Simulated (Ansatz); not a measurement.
Ideal-gas functions of C2F2I2 (`F/C(I)=C(/F)I`) at 600 K and 1 bar, from an Ansatz frequency run at PBE0-D4/def2-TZVP.

Molar mass 315.83 g/mol, point group C2h (symmetry number 2), electronic degeneracy 1, moments of inertia 121.065, 1583.338, 1704.402 u Å². Harmonic wavenumbers (cm⁻¹, unscaled): 85, 122, 157, 285, 324, 356, 516, 608, 702, 1162, 1231, 1734.

Use S(trans) = R[1.5 ln M + 2.5 ln T − 1.1517]; rotational temperatures θ = 24.2544 K / I; S(rot) = R[ln(√π/σ · √(T³/θAθBθC)) + 1.5]; for each mode x = 1.438777 ν̃/T, S = R[x/(eˣ − 1) − ln(1 − e⁻ˣ)] and H = RT x/(eˣ − 1); 1 cm⁻¹ = 0.0119627 kJ/mol; R = 8.31446 J/(mol·K).

Task: By hand: the entropy, in J/(mol·K).

Result: Translation 195.2. Rotation: θ = 0.2003, 0.0153, 0.0142 K, giving 133.0. Vibration, mode by mode: 21.55, 18.56, 16.49, 11.64, 10.62, 9.88, 7.05, 5.88, 4.90, 2.05, 1.80, 0.68, in all 111.1. Electronic 0.0. Sum 439.3 J/(mol·K).

Task: By hand: H − E and G − E in kJ/mol, counted from the electronic energy.

Result: Zero-point energy ½ × 7282 × 0.0119627 = 43.6; thermal vibration 31.5; translation, rotation and pV give 4 RT = 20.0. H − E = 95.1 kJ/mol, and G − E = 95.1 − 600 × 439.3/1000 = -168.5 kJ/mol.

Vibration gives 25 % of the entropy, 40.1 J/(mol·K) of it from the modes under 150 cm⁻¹: soft modes count most, and the harmonic formula is weakest for them.
